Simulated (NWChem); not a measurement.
System: AlBr₃; SMILES [Br][Al]([Br])[Br]

Parts of the log:

```
             Northwest Computational Chemistry Package (NWChem) 7.3.0
             --------------------------------------------------------

 C3H symmetry detected

                             Geometry "geometry" -> ""
                             -------------------------

 Output coordinates in angstroms (scale by  1.889725989 to convert to a.u.)

  No.       Tag          Charge          X              Y              Z
 ---- ---------------- ---------- -------------- -------------- --------------
    1 Al                  13.0000     0.00000000    -0.00000000     0.00000000
    2 Br                  35.0000    -2.22393127    -0.33959324     0.00000000
    3 Br                  35.0000     0.81786926     2.09577760     0.00000000
    4 Br                  35.0000     1.40606201    -1.75618435     0.00000000

 Effective nuclear repulsion energy (a.u.)     820.1570307856

      Symmetry information
      --------------------

 Group name             C3h
 Group number             22
 Group order               6
 No. of unique centers     2

  pbe96 is a nonlocal functional; adding pw91lda local functional.

                                 NWChem DFT Module
                                 -----------------

 Summary of "ao basis" -> "ao basis" (spherical)
 ------------------------------------------------------------------------------
       Tag                 Description            Shells   Functions and Types
 ---------------- ------------------------------  ------  ---------------------
 Al                        def2-tzvp                13       37   5s5p2d1f
 Br                        def2-tzvp                16       48   6s5p4d1f

      Symmetry analysis of basis
      --------------------------

        a'         41
        e'+        40
        e'-        40
        a"         22
        e"+        19
        e"-        19

  Rotation of axis

            General Information
            -------------------
          SCF calculation type: DFT
          Wavefunction type:  closed shell.
          No. of atoms     :     4
          No. of electrons :   118
           Alpha electrons :    59
            Beta electrons :    59
          Charge           :     0
          Spin multiplicity:     1
          Use of symmetry is: on ; symmetry adaption is: on
          Maximum number of iterations: 150
          AO basis - number of functions:   181
                     number of shells:    61
          Convergence on energy requested:  1.00D-06
          Convergence on density requested:  1.00D-05
          Convergence on gradient requested:  5.00D-04

              XC Information
              --------------
          PerdewBurkeErnzerhof Exchange Functional  1.000
            Perdew 1991 LDA Correlation Functional  1.000 local
           PerdewBurkeErnz. Correlation Functional  1.000 non-local

             Grid Information
             ----------------
          Grid used for XC integration:  medium
          Radial quadrature: Mura-Knowles
          Angular quadrature: Lebedev.
          Tag              B.-S. Rad. Rad. Pts. Rad. Cut. Ang. Pts.
          ---              ---------- --------- --------- ---------
          Al                  1.25       88           9.0       590
          Br                  1.15      112          11.0       590
          Grid pruning is: on
          Number of quadrature shells:   200
          Spatial weights used:  Erf1

      Superposition of Atomic Density Guess
      -------------------------------------

 Sum of atomic energies:       -7959.07182409

      Non-variational initial energy
      ------------------------------

 Total energy =   -7959.785831
 1-e energy   =  -12720.989730
 2-e energy   =    3941.046868
 HOMO         =      -0.394828
 LUMO         =      -0.028915

      Symmetry analysis of molecular orbitals - initial
      -------------------------------------------------

  Numbering of irreducible representations:

     1 a'          2 e'+         3 e'-         4 a"          5 e"+
     6 e"-

  Orbital symmetries:

     1 a'          2 e'+         3 e'+         4 a'          5 e'+
     6 e'+         7 e'+         8 e'+         9 a'         10 a'
    11 e'+        12 e'+        13 a"         14 e"+        15 e"+
    16 a'         17 a'         18 e'+        19 e'+        20 a'
    21 e'+        22 e'+        23 a"         24 e'+        25 e'+
    26 e"+        27 e"+        28 a'         29 a'         30 e'+
    31 e'+        32 a'         33 a"         34 e'+        35 e'+
    36 e"+        37 e"+        38 a'         39 e"+        40 e"+
    41 a'         42 a"         43 e'+        44 e'+        45 e'+
    46 e'+        47 a"         48 a'         49 e'+        50 e'+
    51 a'         52 e'+        53 e'+        54 a"         55 e'+
    56 e'+        57 e"+        58 e"+        59 a'         60 a'
    61 a"         62 e'+        63 e'+        64 a'         65 e'+
    66 e'+        67 a'         68 e"+        69 e"+

------------------------------------------------------------
EAF file 0: "./job.aoints.0" size=66584576 bytes
------------------------------------------------------------
               write      read    awrite     aread      wait
               -----      ----    ------     -----      ----
     calls:      127         0         0         0         0
   data(b): 6.66e+07  0.00e+00  0.00e+00  0.00e+00
   time(s): 0.00e+00  0.00e+00  0.00e+00  0.00e+00  0.00e+00
rate(mb/s): 0.00e+00  0.00e+00
------------------------------------------------------------

     ---------------------------------------------
      Total Density - Mulliken Population Analysis
     ---------------------------------------------

[...]
```

Level: PBE/def2-TZVP. The geometry was optimised at B3LYP/6-31G* (spherical d).

Which NWChem input produces such a log?

One answer among several that fit: the input that was run:
```
start job
memory heap 200 mb stack 900 mb global 1100 mb
geometry units angstroms noautoz
  Al     0.000000     0.000000     0.000000
  Br    -2.226300     0.323698     0.000000
  Br     1.393481     1.766184     0.000000
  Br     0.832819    -2.089882     0.000000
end
basis spherical
  * library def2-tzvp
end
dft
  xc xpbe96 cpbe96
  iterations 150
  semidirect filesize 400000000
  mulliken
end
task dft energy
```
